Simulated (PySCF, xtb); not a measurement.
Ge(H)2(Cl)(vinyl) (C2H5ClGe), SMILES C=[CH][GeH2][Cl].

GFN2-xTB (xtb) at its own geometry gives an orbital gap of 4.78 eV and a dipole moment of 1.83 D.

Geometry optimised at r2SCAN-D4/def2-SVP. This is a generated structure with no PubChem entry under its InChIKey; it may be hypothetical. One conformer was computed; it need not be the lowest.

Question: What does PBE/def2-TZVP (PySCF) give? (Estimate from the structure and the level; the computed values follow.)

Answer: gap 5.39 eV (levels -7.04 and -1.65 eV), dipole 2.17 D.
